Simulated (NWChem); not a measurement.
System: BiCl3; SMILES [Cl][Bi]([Cl])[Cl]

Here is an NWChem input.

```
start job
memory heap 200 mb stack 900 mb global 1100 mb
geometry units angstroms noautoz
  Bi     0.000000     0.000000     0.392441
  Cl    -2.082762    -0.574043    -0.781581
  Cl     0.544245     2.090746    -0.781581
  Cl     1.538517    -1.516703    -0.781581
end
basis spherical
  * library def2-svp
end
ecp
  Bi library def2-ecp
end
basis "cd basis" spherical
  * library "Weigend Coulomb Fitting"
end
dft
  xc becke88 lyp
  iterations 150
end
task dft gradient
```

NWChem printed, in part:

```
             Northwest Computational Chemistry Package (NWChem) 7.3.0
             --------------------------------------------------------

 C3  symmetry detected

                             Geometry "geometry" -> ""
                             -------------------------

 Output coordinates in angstroms (scale by  1.889725989 to convert to a.u.)

  No.       Tag          Charge          X              Y              Z
 ---- ---------------- ---------- -------------- -------------- --------------
    1 Bi                  83.0000    -0.00000000     0.00000000     0.44682927
    2 Cl                  17.0000    -0.84554737     1.98808248    -0.72719273
    3 Cl                  17.0000     2.14450362    -0.26177574    -0.72719273
    4 Cl                  17.0000    -1.29895625    -1.72630674    -0.72719273

 Effective nuclear repulsion energy (a.u.)    1033.6211550631

      Symmetry information
      --------------------

 Group name             C3
 Group number              5
 Group order               3
 No. of unique centers     2

 Summary of "cd basis" -> "" (spherical)
 ------------------------------------------------------------------------------
       Tag                 Description            Shells   Functions and Types
 ---------------- ------------------------------  ------  ---------------------
 *                  Weigend Coulomb Fitting           on all atoms

                                 NWChem DFT Module
                                 -----------------

 Summary of "ao basis" -> "ao basis" (spherical)
 ------------------------------------------------------------------------------
       Tag                 Description            Shells   Functions and Types
 ---------------- ------------------------------  ------  ---------------------
 Bi                         def2-svp                10       26   4s4p2d
 Cl                         def2-svp                 8       18   4s3p1d

 Summary of "cd basis" -> "cd basis" (spherical)
 ------------------------------------------------------------------------------
       Tag                 Description            Shells   Functions and Types
 ---------------- ------------------------------  ------  ---------------------
 Bi                 Weigend Coulomb Fitting         18       58   8s4p3d2f1g
 Cl                 Weigend Coulomb Fitting         17       51   8s4p3d1f1g

      Symmetry analysis of basis
      --------------------------

        a          28
        e+         26
        e-         26

  Rotation of axis

            General Information
            -------------------
          SCF calculation type: DFT
          Wavefunction type:  closed shell.
          No. of atoms     :     4
          No. of electrons :    74
           Alpha electrons :    37
            Beta electrons :    37
          Charge           :     0
          Spin multiplicity:     1
          Use of symmetry is: on ; symmetry adaption is: on
          Maximum number of iterations: 150
          AO basis - number of functions:    80
                     number of shells:    34
          A Charge density fitting basis will be used.
          CD basis - number of functions:   211
                     number of shells:    69
          Convergence on energy requested:  1.00D-06
          Convergence on density requested:  1.00D-05
          Convergence on gradient requested:  5.00D-04

              XC Information
              --------------
                    Becke 1988 Exchange Functional  1.000
              Lee-Yang-Parr Correlation Functional  1.000

             Grid Information
             ----------------
          Grid used for XC integration:  medium
          Radial quadrature: Mura-Knowles
          Angular quadrature: Lebedev.
          Tag              B.-S. Rad. Rad. Pts. Rad. Cut. Ang. Pts.
          ---              ---------- --------- --------- ---------
          Bi                  1.60      123           8.0       590
          Cl                  1.00       88          10.0       590
          Grid pruning is: on
          Number of quadrature shells:   211
          Spatial weights used:  Erf1

      Superposition of Atomic Density Guess
      -------------------------------------

 Sum of atomic energies:       -1623.38957022

      Non-variational initial energy
      ------------------------------

 Total energy =   -1591.663373
 1-e energy   =   -3026.940483
 2-e energy   =    1060.219217
 HOMO         =      -0.336699
 LUMO         =      -0.005637

      Symmetry analysis of molecular orbitals - initial
      -------------------------------------------------

  Numbering of irreducible representations:

     1 a           2 e+          3 e-

  Orbital symmetries:

     1 a           2 e+          3 e+          4 a           5 e+
     6 e+          7 a           8 e+          9 e+         10 a
    11 e+         12 e+         13 e+         14 e+         15 a
    16 a          17 e+         18 e+         19 a          20 e+
    21 e+         22 a          23 e+         24 e+         25 a
    26 e+         27 e+         28 a          29 e+         30 e+
    31 a          32 e+         33 e+         34 e+         35 e+
    36 a          37 a          38 a          39 e+         40 e+
    41 a          42 e+         43 e+         44 a          45 e+
    46 e+         47 a

      3 Center 2 Electron Integral Information
      ----------------------------------------
          Maximum number of 3-center 2e- integrals is:         1350400.
            This is reduced with Schwarz screening to:          866788.
            Incore requires a per proc buffer size of:          762977.
          Minimum dble words available (all nodes) is:       144144212
                   This is reduced (for later use) to:       143796170
                      proc 0 Suggested buffer size is:          762977
                         Max Suggested buffer size is:          762977
                              no. integral batches is:            1000

           0.763 MW buffer allocated for incore 3-center
          2e- integral storage on stack.

   convergence    iter        energy       DeltaE   RMS-Dens  Diis-err
 ---------------- ----- ----------------- --------- --------- ---------
 d= 0,ls=0.0,diis     1  -1594.7474812901 -1.97D+03  3.78D-02  9.15D-01
 d= 0,ls=0.0,diis     2  -1594.2126671962  5.35D-01  2.56D-02  3.83D+00
 d= 0,ls=0.0,diis     3  -1594.8721112595 -6.59D-01  3.77D-03  4.98D-02
 d= 0,ls=0.0,diis     4  -1594.8791562233 -7.04D-03  1.29D-03  8.92D-03
 d= 0,ls=0.0,diis     5  -1594.8803737681 -1.22D-03  1.39D-04  1.07D-04
  Resetting Diis
 d= 0,ls=0.0,diis     6  -1594.8803858899 -1.21D-05  5.08D-05  1.43D-05
 d= 0,ls=0.0,diis     7  -1594.8803885246 -2.63D-06  2.48D-05  4.00D-07
 d= 0,ls=0.0,diis     8  -1594.8803882709  2.54D-07  1.70D-05  1.87D-06
 d= 0,ls=0.0,diis     9  -1594.8803885995 -3.29D-07  1.07D-06  1.30D-08

         Total DFT energy =    -1594.880388599495
      One electron energy =    -3027.789162967215
           Coulomb energy =     1159.788166504429
    Exchange-Corr. energy =     -101.937285426266
 Nuclear repulsion energy =      375.057893289556

 Numeric. integr. density =       74.000000141399

                  Occupations of the irreducible representations
                  ----------------------------------------------

                     irrep           alpha         beta
                     --------     --------     --------
                     a                13.0         13.0
                     e+               24.0         24.0
                     e-                0.0          0.0

                       DFT Final Molecular Orbital Analysis
                       ------------------------------------

 Vector   35  Occ=2.000000D+00  E=-2.667339D-01  Symmetry=e+
              MO Center= -5.0D-01,  6.1D-01, -6.8D-01, r^2= 5.2D+00
   Bfn.  Coefficient  Atom+Function         Bfn.  Coefficient  Atom+Function
  ----- ------------  ---------------      ----- ------------  ---------------
    38      0.343431  2 Cl py                39      0.337908  2 Cl pz
    74      0.265212  4 Cl py                36      0.255750  2 Cl pz
    35      0.249346  2 Cl py                75     -0.209800  4 Cl pz
    71      0.197872  4 Cl py                56      0.182187  3 Cl py
    72     -0.158790  4 Cl pz                33      0.148985  2 Cl pz

 Vector   36  Occ=2.000000D+00  E=-2.620706D-01  Symmetry=a
              MO Center=  1.2D-14, -2.9D-14, -7.2D-01, r^2= 5.8D+00
   Bfn.  Coefficient  Atom+Function         Bfn.  Coefficient  Atom+Function
  ----- ------------  ---------------      ----- ------------  ---------------
    56     -0.380140  3 Cl py                37      0.352409  2 Cl px
    73     -0.306013  4 Cl px                53     -0.281301  3 Cl py
    34      0.260780  2 Cl px                74      0.230250  4 Cl py
    70     -0.226447  4 Cl px                71      0.170384  4 Cl py
    50     -0.163837  3 Cl py                31      0.151885  2 Cl px

 Vector   37  Occ=2.000000D+00  E=-2.608473D-01  Symmetry=a
              MO Center=  5.6D-15,  2.2D-14, -5.4D-01, r^2= 5.7D+00
   Bfn.  Coefficient  Atom+Function         Bfn.  Coefficient  Atom+Function
  ----- ------------  ---------------      ----- ------------  ---------------
    39      0.365859  2 Cl pz                57      0.365859  3 Cl pz
    75      0.365859  4 Cl pz                36      0.264075  2 Cl pz
    54      0.264075  3 Cl pz                72      0.264075  4 Cl pz
     3     -0.261874  1 Bi s                  4     -0.205977  1 Bi s
    13     -0.182989  1 Bi pz                 1      0.180240  1 Bi s

 Vector   38  Occ=0.000000D+00  E=-1.034133D-01  Symmetry=a
              MO Center=  1.3D-16, -3.5D-15,  1.3D-01, r^2= 4.5D+00
   Bfn.  Coefficient  Atom+Function         Bfn.  Coefficient  Atom+Function
  ----- ------------  ---------------      ----- ------------  ---------------
     3      0.605255  1 Bi s                 16     -0.561300  1 Bi pz
    13     -0.550108  1 Bi pz                55      0.326537  3 Cl px
    38      0.302719  2 Cl py                74     -0.262859  4 Cl py
     1     -0.259716  1 Bi s                  7      0.245144  1 Bi pz
    73     -0.197788  4 Cl px                52      0.189453  3 Cl px

 Vector   39  Occ=0.000000D+00  E=-9.038019D-02  Symmetry=e+
              MO Center= -4.1D-02, -2.7D-02,  3.2D-01, r^2= 4.3D+00
   Bfn.  Coefficient  Atom+Function         Bfn.  Coefficient  Atom+Function
  ----- ------------  ---------------      ----- ------------  ---------------
    15      0.596824  1 Bi py                12      0.515082  1 Bi py
    14      0.308165  1 Bi px                75      0.271631  4 Cl pz
    11      0.265957  1 Bi px                 6     -0.233535  1 Bi py
    66      0.233943  4 Cl s                 37     -0.212508  2 Cl px
    74      0.204093  4 Cl py                56     -0.197761  3 Cl py

 Vector   40  Occ=0.000000D+00  E=-9.038019D-02  Symmetry=e+
              MO Center=  4.1D-02,  2.7D-02,  3.2D-01, r^2= 4.3D+00
   Bfn.  Coefficient  Atom+Function         Bfn.  Coefficient  Atom+Function
  ----- ------------  ---------------      ----- ------------  ---------------
    14      0.596824  1 Bi px                11      0.515082  1 Bi px
    15     -0.308165  1 Bi py                55      0.273302  3 Cl px
    12     -0.265957  1 Bi py                57     -0.258334  3 Cl pz
    38     -0.251513  2 Cl py                 5     -0.233535  1 Bi px
    48     -0.222490  3 Cl s                 39      0.212145  2 Cl pz

     Multipole analysis of the density
     ---------------------------------

     L   x y z        total         alpha         beta         nuclear
     -   - - -        -----         -----         ----         -------
     0   0 0 0     -0.000000    -37.000000    -37.000000     74.000000

     1   1 0 0      0.000000      0.000000      0.000000     -0.000000
     1   0 1 0      0.000000      0.000000      0.000000      0.000000
     1   0 0 1      1.437395     26.050244     26.050244    -50.663093

     2   2 0 0    -51.986654   -238.506059   -238.506059    425.025463
     2   1 1 0      0.000000      0.000000      0.000000     -0.000000
     2   1 0 1      0.000000      0.000000      0.000000      0.000000
     2   0 2 0    -51.986654   -238.506059   -238.506059    425.025463
     2   0 1 1     -0.000000     -0.000000     -0.000000     -0.000000
     2   0 0 2    -47.519946    -80.113814    -80.113814    112.707681

            General Information
            -------------------
          SCF calculation type: DFT
          Wavefunction type:  closed shell.
          No. of atoms     :     4
          No. of electrons :    74
           Alpha electrons :    37
            Beta electrons :    37
          Charge           :     0
          Spin multiplicity:     1
          Use of symmetry is: on ; symmetry adaption is: on
          Maximum number of iterations: 150
          AO basis - number of functions:    80
                     number of shells:    34
          A Charge density fitting basis will be used.
          CD basis - number of functions:   211
                     number of shells:    69
          Convergence on energy requested:  1.00D-06
          Convergence on density requested:  1.00D-05
          Convergence on gradient requested:  5.00D-04

              XC Information
              --------------
                    Becke 1988 Exchange Functional  1.000
              Lee-Yang-Parr Correlation Functional  1.000

             Grid Information
             ----------------
          Grid used for XC integration:  medium
          Radial quadrature: Mura-Knowles
          Angular quadrature: Lebedev.
          Tag              B.-S. Rad. Rad. Pts. Rad. Cut. Ang. Pts.
          ---              ---------- --------- --------- ---------
          Bi                  1.60      123           8.0       590
          Cl                  1.00       88          10.0       590
          Grid pruning is: on
          Number of quadrature shells:   211
          Spatial weights used:  Erf1

          Convergence Information
          -----------------------
          Convergence aids based upon iterative change in
          total energy or number of iterations.
          Levelshifting, if invoked, occurs when the
          HOMO/LUMO gap drops below (HL_TOL):  1.00D-02
          DIIS, if invoked, will attempt to extrapolate
          using up to (NFOCK): 10 stored Fock matrices.

                    Damping( 0%)  Levelshifting(0.5)       DIIS
                  --------------- ------------------- ---------------
          dE  on:    start            ASAP                start
          dE off:    2 iters        150 iters           150 iters

  intd_init: cando_txs set to always be  F

                            NWChem DFT Gradient Module
                            --------------------------

  charge          =   0.00
  wavefunction    = closed shell

  Rotation of axis
  Using symmetry

                         DFT ENERGY GRADIENTS

    atom               coordinates                        gradient
                 x          y          z           x          y          z
   1 Bi     -0.000000   0.000000   0.844385    0.000000   0.000000  -0.015740
   2 Cl     -1.597853   3.756931  -1.374195    0.004779  -0.011236   0.005247
   3 Cl      4.052524  -0.494684  -1.374195   -0.012120   0.001480   0.005247
   4 Cl     -2.454671  -3.262247  -1.374195    0.007341   0.009756   0.005247
```

Level: BLYP/def2-SVP with def2 effective core potentials on Bi, Coulomb fitting. Coordinates come from a PBE0/def2-SVP optimisation. def2 effective core potentials on Bi; no spin-orbit coupling.
